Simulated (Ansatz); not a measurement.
```xyz
9

S     0.0173    0.0127    1.2345
C     0.0123    1.2835   -0.0014
C     0.0243   -1.2787   -0.0046
C    -0.0442    0.7288   -1.2533
C    -0.0282   -0.7205   -1.3099
H    -0.0312    2.2681    0.3292
H     0.0128   -2.3308    0.2840
H    -0.0138    1.3308   -2.1240
H    -0.0149   -1.3732   -2.1729
```

Basis set: 6-31G (spherical functions). Frozen core: 9 orbitals. Charge 0, multiplicity 1.

Computed with Ansatz (development build ahead of 0.2.0); each method stands on the lowest determinant of its kind that the runs found. Restricted open shells among the atoms or ions are ROHF, correlated in semicanonical orbitals with singles.

The atomization energy at this shape (free ground-state atoms in the same class of orbitals less the molecule, no zero-point energy) of singlet C4H4S:

```
 method  atomization energy
RHF-MP2            35.66 eV
```

Task: What does RHF give?

Result: 27.44 eV.

This basis has no polarisation functions and is too small for such energies, which can lie far from measured ones in either direction.
